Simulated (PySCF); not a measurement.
## NMR problem set

How the numbers were obtained: GFN2-xTB geometry, GIAO PBE0/pcSseg-1 shieldings, in PySCF 2.14 (no relativistic terms, single conformer, isolated molecule, fast rotation and ring inversion assumed for equivalent nuclei).

δ = σ(ref) − σ, references computed at the same level: ¹H (σ = 31.72 ppm) and ¹³C (σ = 186.93 ppm) vs TMS. Where no couplings were computed, multiplicities follow the n + 1 count of equivalent neighbours, and m marks all less simple cases (inequivalent or close neighbours, rings, F or P nearby). Shifts are as computed. Against solution values, carbons near 30 ppm lie about +3 ppm off and those near 130 ppm about +5 ppm. Of 1309 compounds with measured shifts, 239 miss one by over three times the rms of a fit or turn the order of signals round; such compounds aren't used in these exercises. OH and NH positions are gas-phase values without hydrogen bonding to other molecules.

(1) C2H10O2Si3. ¹H NMR (500 MHz, computed): δ 8.15 (s, 1H), 3.73 (s, 6H), 0.65 (s, 3H). ¹³C{¹H} NMR (computed): δ 167.0 (CH), 4.2 (CH3). What is it?

(2) C6H11NOSi. ¹H NMR (400 MHz, computed): δ 14.40 (br s, 1H), 8.38 (d, 1H), 6.49 (d, 1H), 6.29 (m, 1H), 4.23 (t, 3H), 2.83 (t, 2H), 0.78 (m, 2H). ¹³C{¹H} NMR (computed): δ 210.9 (C), 163.7 (CH), 143.8 (CH), 139.4 (CH), 43.2 (CH2), 4.6 (CH2). Give a structure.

Answers

(1) `InChI=1S/C2H10O2Si3/c1-7(5,6)4-2-3/h2H,1,5-6H3`. The formula gives 1 degree of unsaturation (no ring in the answer). 2 carbon signals for 2 carbons: no two carbons are equivalent. Carbon types of the structure: 1 × CH, 1 × CH3, leaving 6 H on heteroatoms. δC 167.0: carbonyl carbon. δC 4.2: methyl carbon bonded to Si; an electropositive neighbour leaves it electron-rich and shielded. δH 3.73: hydrogen on a silicon bonded to Si. δH 0.65: hydrogen on a methyl carbon bonded to Si; an electropositive neighbour shields it, as in TMS itself.

The data come from this structure; uniqueness wasn't tested.

(2) SMILES C(/C=N\[H])=C/C(=O)CC[SiH3]. Rings plus π bonds: 3 (no ring in the answer). 6 carbon signals for 6 carbons: no two carbons are equivalent. Carbon types of the structure: 1 × C, 3 × CH, 2 × CH2, leaving 4 H on heteroatoms. δC 210.9: ketone carbonyl carbon; low-lying n→π* states of the double bond to the heteroatom give a large paramagnetic term (-277 ppm). δC 143.8: β carbon of a C=C–C=O unit; conjugation with the carbonyl draws π density from the β position. δC 139.4: α carbon of a C=C–C=O unit; an sp2 carbon of a C=C bond. δH 14.40: hydrogen on an imine nitrogen; labile proton, position sensitive to the medium.

The shifts were computed for this structure.
